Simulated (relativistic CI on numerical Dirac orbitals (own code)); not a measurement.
# Hyperfine structure of Au XXX, mass number 197

Calculated at this level of theory: Dirac-Coulomb-Breit CI, KLI orbitals optimised for each configuration, a model potential for QED, unscaled Slater integrals (own radial code, finite nucleus).

CI space (outside the closed core [Ar] 3d10 4p6): 4s2.4d10.4f4, 4s2.4d10.4f3.5s, 4s2.4d10.4f2.5s2, 4s2.4d10.4f3.5p, 4s2.4d10.4f2.5s.5p, 4s2.4d10.4f3.5d, 4s2.4d10.4f2.5p2, 4s2.4d10.4f2.5s.5d, 4s.4d10.4f5, 4s2.4d9.4f3.5s2, 4s2.4d10.4f3.5f, 4s2.4d10.4f3.6s, 4s2.4d10.4f3.6p. Levels of other configurations are missing.

Nuclear spin I = 3/2, μ = 0.1452 μN, Q = 0.547 b (tables of Stone and Pyykkö). The electronic factors are computed for point nuclear moments, without core polarisation or the Bohr-Weisskopf and QED corrections.

| Level | E (cm⁻¹) | A (MHz) | B (MHz) |
| --- | --- | --- | --- |
| 4s2.4d10.4f4 5I_4 | 0.0 | 562.4 | -1540 |
| 4s2.4d10.4f4 5I_5 | 24467.8 | 439.3 | -1280 |
| 4s2.4d10.4f4 5I_6 | 42972.9 | 391.4 | -930 |
| 4s2.4d10.4f4 5I_7 | 55620.3 | 383.8 | -188 |
| 4s2.4d10.4f4 5F_1 | 57770.6 | 992.2 | 446 |
| 4s2.4d10.4f4 5F_3 | 66957.0 | 388.6 | -681 |
| 4s2.4d10.4f4 5G_2 | 71267.8 | 618.9 | -1370 |
| 4s2.4d10.4f4 5G_3 | 74719.4 | 429.2 | 1280 |

Levels with J = 0, under 50 % of one LS term, or S terms without an open s electron are left out. Small factors come from cancelling terms and can be off by tens of per cent or more.

At this charge energies of transitions that change n are usually good to better than 1 %, and those within a shell (Δn = 0) to a few per cent. Terms inside the open d or f shell come out 10 to 20 % too wide with unscaled integrals.

Problem. Give the hyperfine levels of 4s2.4d10.4f4 5I_4 relative to its centre of gravity.

Solution. With K = F(F + 1) − I(I + 1) − J(J + 1), E = AK/2 + B[¾K(K + 1) − I(I + 1)J(J + 1)]/[2I(2I − 1)J(2J − 1)]: F = 5/2: -4975, F = 7/2: -1947, F = 9/2: 955.6, F = 11/2: 2989 MHz.

LS names give the leading component of a level, which can be under half, so a name can repeat, a term be missing and a line seem to break the LS rules.
